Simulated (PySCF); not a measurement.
Compound: C₇H₉O₂ (charge -1).
Numbering: `[O:1]=[C:2]([O-:3])/[CH:4]=[CH:5]/[CH:6]1[CH2:7][CH2:8][CH2:9]1` (hydrogens: H10 on C4; H11 on C5; H12 on C6; H13, H14 on C7; H15, H16 on C8; H17, H18 on C9)

Level of theory: PySCF, PBE0-D3(BJ)/def2-SVP geometry optimisation, gas phase.

Q: What internal coordinates does the optimisation give?

A: 
```tsv
bond	length (pm)
O1=C2	124.7
C2–O3	124.7
C2–C4	154.0
C4=C5	133.7
C5–C6	148.7
C6–C7, C6–C9	155.2
C7–C8, C8–C9	153.9
C4–H10	110.0
C5–H11	110.1
C6–H12	110.4
C7–H13, C9–H18	110.2
C7–H14, C9–H17	110.2
C8–H15	110.3
C8–H16	110.2
```

Bonds in one row agree within 1 pm and their mean is given. A selection of angles:
```tsv
angle	degrees
O1–C2–O3	130.1
O1–C2–C4	115.8
O3–C2–C4	114.1
C2–C4–C5	123.1
C4–C5–C6	126.6
C5–C6–C7	119.7
C7–C6–C9	87.0
C6–C7–C8	89.0
C7–C8–C9	88.0
```

Torsions: O1–C2–C4–C5 -1° (synperiplanar); C2–C4–C5–C6 -179° (antiperiplanar); C4–C5–C6–C7 -129° (anticlinal); C5–C6–C7–C8 -142° (anticlinal); C6–C7–C8–C9 20° (synperiplanar); C7–C8–C9–C6 -20° (synperiplanar); C5–C6–C9–C8 143° (anticlinal). The mirror-image conformer, all signs reversed, is as good.

The 4-membered ring C6–C7–C8–C9 has internal angles of 87.0° to 89.0° (sum 353°, against 360° for a flat polygon); it is puckered, 0.14 Å rms from its mean plane, widest ring torsion 20°. The 7 C–C bonds span 1.337 Å (C4=C5, drawn double) to 1.552 Å (C6–C9, drawn single), a spread of 0.215 Å. C2 (carboxylate carbon) is planar (angles 130.1°, 115.8° and 114.1°, sum 360.0°, 0.00 Å off the plane of its three neighbours). C5 (alkene CH carbon) is planar (angles 126.6°, 118.2° and 115.2°, sum 360.0°, 0.00 Å off the plane of its three neighbours). Of the pairs four or more bonds apart, O1···H11 is among the closest relative to their van der Waals radii: 2.42 Å, 89 % of the sum of Bondi's values. C4 (alkene CH carbon) is planar (angles 123.1°, 120.7° and 116.2°, sum 360.0°, 0.00 Å off the plane of its three neighbours).

Point group: near Cs, missed by 0.09 Å at most; the miss may be what the optimiser left on a soft mode. Stationary, but not proved a minimum.
